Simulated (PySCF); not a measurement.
C₆H₇BrOSi.
Z-matrix (Å and degrees, PBE0-D3(BJ)/def2-SVP geometry), rows numbered from 1:
```
Si
O   1  1.6800
C   2  1.3496  1  129.04
C   3  1.3988  2  122.89  1     1.13
C   4  1.3933  3  120.38  2   179.92
C   5  1.3923  4  119.70  3     0.01
Br  6  1.8875  5  119.85  4  -179.98
C   6  1.3955  5  120.38  4     0.05
C   8  1.3894  6  119.77  5    -0.06
H   1  1.4846  2  105.03  3   179.48
H   1  1.4932  2  110.39  3    59.89
H   1  1.4932  2  110.49  3   -60.95
H   4  1.0935  3  120.40  2    -0.02
H   5  1.0913  4  120.12  3  -179.95
H   8  1.0914  6  120.02  5   179.91
H   9  1.0914  3  118.58  2     0.12
```

Linear response at B3LYP/def2-SVPD (PySCF, frozen core in the response, non-relativistic). The B3LYP/def2-SVPD calculation is non-relativistic and has no spin–orbit coupling, an omission that weighs most on bromine.

Static isotropic polarisability: 125.31 au (18.57 Å³), principal values 80.3, 114.8, 180.8 au.

(1) What is the polarisability at 1064 nm and at the sodium D line?

(2) What is the isotropic C6 coefficient between two such molecules, C6 = (3/π)∫α(iω)² dω?

(3) Which effective excitation energy ω̄ makes London's formula C6 = (3/4)α²ω̄ exact here?

(4) What molar refraction at the D line follows from R = (4π/3)·N_A·α′, with α′ the polarisability volume?

(5) The lowest 6 singlets have (eV, f): 4.77, 0.020; 5.12, 0.000; 5.42, 0.285; 5.49, 0.000; 6.00, 0.010; 6.22, 0.001. What share of the static polarisability do they carry in the sum over states α = Σ f/ω²?

(6) How many electrons N does the Slater–Kirkwood formula C6 = (3/4)·√N·α^(3/2) need to give this C6?

(7) What n − 1 at the D line would an ideal gas of it have at 273.15 K and 1 atm (2.6868 × 10¹⁹ cm⁻³), by n − 1 = 2π·N·α′?

## Answers

(1) 127.04 au at 1064 nm (+1.4 %), 131.30 au at 589.3 nm (+4.8 %). The rise at 589.3 nm is 3.47 times that at 1064 nm; a pure ω² law gives 3.26. The lowest singlet lies at 260 nm, shorter than both wavelengths.

(2) 5411 au (Eh·bohr⁶) by a ten-point quadrature over imaginary frequencies, which is 3230 eV·Å⁶ or 312 J·nm⁶/mol.

(3) ω̄ = 4·C6/(3α²) = 0.459 Eh = 12.5 eV. A one-pole form α(ω) = α/(1 − ω²/ω̄²) fitted to the 1064 nm value gives 10.0 eV.

(4) α′ = 19.46 Å³ gives R = 49.08 cm³/mol, for isolated, non-vibrating species.

(5) 8.07 au, 6.4 % of α; the largest term, 7.20 au, is that of the state at 5.42 eV. Their oscillator strengths add up to 0.32. Higher states carry the rest.

(6) N = (4·C6/3)²/α³ = 26.5; the species has 100 electrons in all.

(7) 32.85 × 10⁻⁴, a formal value whether or not that pressure can be reached.

One conformer stands for the species.
